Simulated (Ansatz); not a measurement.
## Two structures, one formula

The two ends of one reaction step of BNH6Se, singlet (PBE0-D4/def2-TZVP).

A:

```json
{"atom": "B1", "x (Å)": "-1.1762", "y (Å)": "-0.4130", "z (Å)": "0.8906"}
{"atom": "N2", "x (Å)": "-0.5315", "y (Å)": "0.8057", "z (Å)": "0.7906"}
{"atom": "H3", "x (Å)": "-2.1635", "y (Å)": "-0.5074", "z (Å)": "1.5612"}
{"atom": "H4", "x (Å)": "-0.7302", "y (Å)": "-1.3559", "z (Å)": "0.2976"}
{"atom": "H5", "x (Å)": "1.4220", "y (Å)": "0.1523", "z (Å)": "-2.6061"}
{"atom": "Se6", "x (Å)": "2.2850", "y (Å)": "-0.0720", "z (Å)": "-1.4410"}
{"atom": "H7", "x (Å)": "0.3042", "y (Å)": "0.9401", "z (Å)": "0.2398"}
{"atom": "H8", "x (Å)": "-0.8495", "y (Å)": "1.6361", "z (Å)": "1.2609"}
{"atom": "H9", "x (Å)": "1.4397", "y (Å)": "-1.1859", "z (Å)": "-0.9936"}
```

B:

B1  (-0.532, -0.526, -0.093)
N2  (-0.065, 0.928, 0.478)
H3  (-1.638, -0.366, -0.546)
H4  (-0.464, -1.294, 0.831)
H5  (-0.032, 1.601, -0.284)
Se6  (0.722, -0.982, -1.629)
H7  (0.871, 0.872, 0.868)
H8  (-0.697, 1.272, 1.197)
H9  (1.834, -1.505, -0.822)
(Å)

Program: Ansatz 0.2.0. Basis: def2-TZVPP. Cores are frozen in the correlated methods. Filled d shells of the heavier atoms are correlated. The def2 sets are not built for correlating such inner shells, so the correlated values are less sure here. B3LYP uses VWN-RPA correlation.

**Question.** Which structure is lower at CCSD(T), and by how much? (An estimate is asked for; the value comes from the calculation.)

**Answer.** Computed: B, by 0.356 eV (electronic energy, against the other). By their contacts, A is a complex of BNH₄ ([BH2][NH2]) + H₂Se and B is BNH₆Se ([NH3][BH2][SeH]).

All methods give the same order:

| method | E(B) − E(A) (eV) |
| --- | --- |
| SPW92 | -0.637 |
| PBE-D4 | -0.416 |
| BLYP-D4 | -0.169 |
| r2SCAN-D4 | -0.402 |
| B97M-V | -0.293 |
| PBE0-D4 | -0.465 |
| B3LYP-D4 | -0.223 |
| r2SCAN0-D4 | -0.445 |
| BHLYP-D4 | -0.257 |
| CAM-B3LYP-D4 | -0.235 |
| wB97X-V | -0.348 |
| wB97M-V | -0.327 |
| B2PLYP | -0.252 |
| PBE-QIDH | -0.495 |
| RPA on PBE | -0.275 |
| HF | -0.026 |
| MP2 | -0.447 |
| CCSD | -0.317 |
| CCSD(T) | -0.356 |

No T1 diagnostic of these runs exceeds 0.011.

Labels in which every atom is bracketed show which atoms are joined, not bond orders.

For scale, one of the runs: CCSD(T)/def2-TZVPP, 194 basis functions, launched by `ansatz run in.yaml --threads 4 --pin off --events-out ev --progress --plain --max-ram 9574MiB`. Hardware: 4 CPU threads of an Arm Neoverse V2, shared host. Wall time 44 s; peak host memory 2.3 GiB.
